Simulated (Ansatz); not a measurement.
**Question.** Name a neutral molecule of Cl, Y with HOMO–LUMO gap (PBE/def2-TZVPP) between 3.90 and 4.20 eV and HOMO–LUMO gap (B3LYP/def2-TZVPP) between 5.45 and 5.75 eV (Ansatz, PBE0-D4/def2-TZVP geometry).

**Answer.** `[Cl][Y]([Cl])[Cl]` (4.10 eV, 5.62 eV). Other molecules can fit too; these were computed, each in one conformer that needn't be the lowest.

B3LYP here is the variant with VWN-RPA as its local correlation; programs differ in this.
